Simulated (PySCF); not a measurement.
Os³⁺ (osmium, charge +3) across methods

[Xe] 4f14 5d5, high-spin 6S determinant. Calculation: PySCF 2.14, in x2c-TZVPPall with one added diffuse shell each of s, p, d, f type (12s8p8d4f1g, 113 functions); the spin-free X2C one-electron Hamiltonian (Gaussian nucleus).

```
method   E (hartree)  mean ε 5p α (eV)  mean ε 5p β (eV)  mean ε 5d α (eV)  Σ⟨r²⟩ (bohr²)   ⟨S²⟩
   LDA     -17242.61           -82.834           -79.883           -36.514          36.99  8.751
r2SCAN     -17253.59           -84.377           -80.303           -36.790          36.72  8.753
   UHF  -17248.27186           -97.316           -87.638           -42.879          36.62  8.755
  PBE0     -17253.30           -86.602           -81.784           -38.224          36.78  8.752
```

Estimate the same row for PBE.

E (hartree) = -17253.50; mean ε 5p α (eV) = -82.656; mean ε 5p β (eV) = -79.334; mean ε 5d α (eV) = -36.398; Σ⟨r²⟩ (bohr²) = 36.95; ⟨S²⟩ = 8.751.

Spin-orbit coupling, which splits the p, d and f shells strongly at this Z, is absent.
